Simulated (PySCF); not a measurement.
# NMR data sheet: C₆H₁₁OPSi

| Property | Result |
| --- | --- |
| Formula | C6H11OPSi |
| SMILES | C[Si](C)(C)c1cocp1 |
| Point group of the computed structure | C1 |
| Carbon signals | 4 |
| Proton signals | 3 |

Numbering as in the mapped SMILES `[CH3:1][Si:2]([CH3:3])([CH3:4])[c:5]1[cH:6][o:7][cH:8][p:9]1`. Each H is labelled by its parent atom.

No relativistic terms, averaged over atoms made equivalent by symmetry, fast rotation or ring inversion, in vacuum, single conformer. GFN2-xTB geometry; σ from GIAO-PBE0/pcSseg-1; PySCF 2.14.0 with density-fitted response routines.

References, each an isolated molecule treated in the same way: $^{1}$H (σref 31.72), $^{13}$C (σref 186.93), $^{29}$Si (σref 349.16) vs TMS; $^{31}$P (σref 318.38) against H3PO4; $^{17}$O (σref 336.08) against H2O.

| carbon | δC, type | δH (multiplicity) | HMBC from (2–3 bonds) | span of the C tensor (ppm) |
| --- | --- | --- | --- | --- |
| C1/C3/C4 | 0.9, CH3 | 0.33 (s) | H(C1)/H(C3)/H(C4) | 12 |
| C5 | 142.8, C | – | H(C8), H(C6), H(C1)/H(C3)/H(C4) | 210 |
| C6 | 156.6, CH | 8.02 (m) | H(C8) | 159 |
| C8 | 191.2, CH | 9.12 (m) | H(C6) | 257 |

Other nuclei:
```csv
atoms,nucleus,environment,δ (ppm),σ (ppm)
P9,$^{31}$P,"phosphorus bonded to 2 C, in a 5-membered ring",146.7,171.7
Si2,$^{29}$Si,silicon bonded to 4 C,-7.5,356.7
O7,$^{17}$O,aromatic ring oxygen,364.1,-28.0
```

δC 191.2, 156.6: aromatic CH next to the ring oxygen. δC 142.8: substituted aromatic carbon. δC 0.9: methyl carbon bonded to Si; an electropositive neighbour leaves it electron-rich and shielded. δH 9.12, 8.02: hydrogen on an aromatic CH next to the ring oxygen; aromatic region. δH 0.33: hydrogen on a methyl carbon bonded to Si; an electropositive neighbour shields it, as in TMS itself.

Splittings by $^{31}$P in the carbon and heteronuclear signals aren't shown, as no couplings were computed. Shifts are as computed. Against solution values, carbons near 30 ppm lie about +3 ppm off and those near 130 ppm about +5 ppm. Of 1211 compounds with measured shifts, 218 miss one by over three times the rms of a fit or turn the order of signals round; such compounds aren't used in these exercises. Unscaled 17O shifts of doubly bonded oxygen tend to come out too high, by tens of ppm or more. Experimental scales use liquid or dissolved standards, which lie at an offset from isolated H2O (liquid H2O: subtract about 36 ppm) and H3PO4. No couplings were computed; multiplicities are counted from neighbouring protons, with m where these are inequivalent, close in shift, in a saturated or five-membered ring or joined by F or P, and br s for small geminal =CH2 splittings.
